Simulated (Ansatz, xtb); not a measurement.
## Relative energy of two isomers of FH3NPSe

We compare a, `NP(F)[SeH]`, a singlet, with b, `N[P@H](F)=[Se]`, a singlet. Both are isolated molecules in the gas phase, relaxed with B3LYP-D3(BJ)/def2-SVP; the shapes shown needn't be the lowest conformers.

a (Å):

```json
{"atom": "F", "x (Å)": "0.8736", "y (Å)": "0.5274", "z (Å)": "1.5771"}
{"atom": "N", "x (Å)": "-0.5747", "y (Å)": "-1.5011", "z (Å)": "0.7419"}
{"atom": "P", "x (Å)": "-0.6073", "y (Å)": "0.1688", "z (Å)": "0.9604"}
{"atom": "Se", "x (Å)": "-0.1708", "y (Å)": "0.6408", "z (Å)": "-1.2585"}
{"atom": "H", "x (Å)": "-0.9728", "y (Å)": "-2.0702", "z (Å)": "1.4840"}
{"atom": "H", "x (Å)": "0.1880", "y (Å)": "-1.9603", "z (Å)": "0.2468"}
{"atom": "H", "x (Å)": "0.2202", "y (Å)": "2.0329", "z (Å)": "-0.9607"}
```

b (Å):

```yaml
atoms:
  - { symbol: F, position_ang: [-2.5808, -0.0441, -0.3121] }
  - { symbol: N, position_ang: [-2.5209, 1.9606, 1.3525] }
  - { symbol: P, position_ang: [-1.8695, 1.3890, -0.0689] }
  - { symbol: Se, position_ang: [0.1968, 1.3797, -0.1465] }
  - { symbol: H, position_ang: [-1.9536, 1.8245, 2.1854] }
  - { symbol: H, position_ang: [-3.5228, 1.8686, 1.5111] }
  - { symbol: H, position_ang: [-2.5960, 2.1023, -1.0496] }
```

Energies in hartree; the thermal terms are from B3LYP-D3(BJ)/def2-SVP harmonic frequencies (ideal gas, rigid rotor, one conformer each, 600 K, 1 atm) and include the zero-point energy:

|  | a | b |
| --- | --- | --- |
| E, CCSD(T)/def2-TZVP | −2897.287442 | −2897.303922 |
| zero-point energy | 0.037837 | 0.040851 |
| H(600 K) − E | 0.057101 | 0.058577 |
| G(600 K) − E | −0.035375 | −0.029839 |

Task: Work out ΔE, ΔE₀, ΔH and ΔG for a → b in kcal/mol (1 Eh = 627.51 kcal/mol) and the equilibrium ratio [b]/[a].

Result: 1. ΔE = −2897.303922 − (−2897.287442) = −0.016480 Eh = −10.34 kcal/mol.
2. ΔE₀ = ΔE + ΔZPE = −0.016480 + (+0.003014) Eh = −8.45 kcal/mol.
3. ΔH = ΔE + (+0.001476) Eh = −9.42 kcal/mol.
4. ΔG = ΔE + (+0.005536) Eh = −6.87 kcal/mol, so ΔS = (ΔH − ΔG)/T = −17.8 J/(mol K).
5. kT = 1.9001 mEh, so K = [b]/[a] = exp(−ΔG/kT) = exp(+5.76) ≈ 320.

Structure b is favoured at this temperature. An error of 1 kcal/mol in ΔG would change K by a factor of 2.3. HF/STO-3G gave ΔE the other sign. Mirror images and further conformers aren't counted.

As drawn, b has 1 P=Se, 1 P–H in place of 1 P–Se, 1 Se–H.

Other levels gave ΔE = −5.2 (GFN2-xTB); +39.3 (HF/STO-3G, GFN2-xTB geometries); −8.8 (r2SCAN-D4/def2-SVP, GFN2-xTB geometries); −3.0 (B3LYP-D3(BJ)/def2-SVP); −12.5 (HF/def2-TZVP); −14.3 (MP2/def2-TZVP) kcal/mol. The correlated steps freeze 16 core orbitals; the filled d shell of Se is correlated, in a basis made for valence electrons. Programs: Ansatz 0.2.0, xtb 6.7.1.
